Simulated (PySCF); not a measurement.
**LDA on Be (beryllium, neutral)**

Configuration: [He] 2s2, closed-shell 1S. Calculation: PySCF 2.14, in x2c-TZVPall; scalar relativity by spin-free X2C-1e.

```
Total energy                        : -14.4482 hartree
One-electron energy                 : -19.0564 hartree
Hartree (Coulomb) energy            : 7.1278 hartree
Exchange-correlation energy         : -2.5195 hartree
⟨S²⟩                                : 0.0000
⟨L²⟩                                : 0.000
Sum of ⟨r⟩                          : 6.089 bohr
Sum of ⟨r²⟩                         : 17.02 bohr²
Langevin diamagnetic susceptibility : -13.5 ×10⁻⁶ cm³/mol
Time after the integrals            : 0.03 s of wall time on 1 thread of Neoverse-V2 (shared host)
```

```
shell  electrons  mean orbital energy (hartree)  rms radius, mean of both spins (bohr)
   1s          2                       -3.85150                                  0.495
   2s          2                       -0.20565                                   2.87
```
